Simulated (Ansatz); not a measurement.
Geometry optimisation, RKS PBE-D4/def2-SVP in Ansatz 0.2.0.

The input (input.yaml):

```yaml
crystal:
  periodic: [false, false, false]
  atoms:
    - { symbol: Ge, position_ang: [-1.076384, -0.381205, 0.298138] }
    - { symbol: H, position_ang: [1.250534, -0.052309, 1.705699] }
    - { symbol: Ge, position_ang: [2.474318, 0.031838, 0.750211] }
    - { symbol: H, position_ang: [2.925901, -1.403596, 0.401485] }
    - { symbol: H, position_ang: [2.114603, 0.820902, -0.525538] }
    - { symbol: H, position_ang: [3.577949, 0.777864, 1.542327] }
    - { symbol: Ge, position_ang: [-1.116549, 1.879812, -0.796065] }
    - { symbol: H, position_ang: [-2.587755, 1.949019, -1.327611] }
    - { symbol: H, position_ang: [-0.974379, 3.063851, 0.206112] }
    - { symbol: H, position_ang: [-0.190411, 2.16147, -2.0136] }
    - { symbol: H, position_ang: [-0.167928, -1.011346, -0.875958] }
basis:
  gaussian: { orbitals: def2-SVP }
hamiltonian:
  xc: pbe
  dispersion: d4
relax:
  f_tol: 0.03
  max_steps: 50
output:
  orbitals: {}
```

Launched with:

```bash
$ ansatz run input.yaml --threads 4 --pin off --max-ram 5120MiB --backend cpu --events-out ev --progress --plain --runs-dir out
```

Question: Where does it end, and by what steps?

Answer: It converged. The force dipped under the threshold on the way, but the program's further checks kept it going. After 35 steps the energy has fallen by 1.821 eV; H2 moved furthest, 1.80 Å. Parted: H2–Ge3 (1.55 → 3.30 Å). Joined: Ge1–H2 (2.74 → 1.55 Å), Ge1–Ge3 (3.60 → 2.44 Å).

```csv
step,energy less start (eV),largest force component (eV/Å),accepted
0,0.0000,0.400,yes
2,-0.2183,0.570,yes
4,-0.3985,0.133,yes
6,-0.4048,0.137,no
8,-0.4099,0.035,yes
10,-0.4117,0.019,yes
12,-0.4139,0.080,yes
14,-0.4160,0.037,yes
16,-0.4183,0.134,yes
18,-0.4222,0.051,yes
20,-0.4257,0.091,yes
22,-0.4304,0.261,yes
24,-0.4703,0.321,yes
26,-0.5557,0.833,yes
28,-0.9027,1.763,yes
30,-1.6685,0.587,yes
32,-1.8062,0.060,yes
34,-1.8185,0.113,yes
35,-1.8212,0.007,yes
```

```xyz
11
Properties=species:S:1:pos:R:3
Ge 0.079 -0.148 0.199
H -0.487 -0.498 1.604
Ge 2.490 0.188 0.354
H 3.234 -1.140 0.656
H 3.034 0.767 -0.980
H 2.803 1.201 1.488
Ge -1.001 1.865 -0.657
H -2.542 1.799 -0.487
H -0.473 3.114 0.098
H -0.675 2.034 -2.165
H -0.232 -1.345 -0.744
```

Whether the end is a true minimum wasn't checked by a vibrational analysis.

Run time: 59 s on 4 threads of Arm Neoverse V1, on a shared host, peak memory 0.22 GiB.
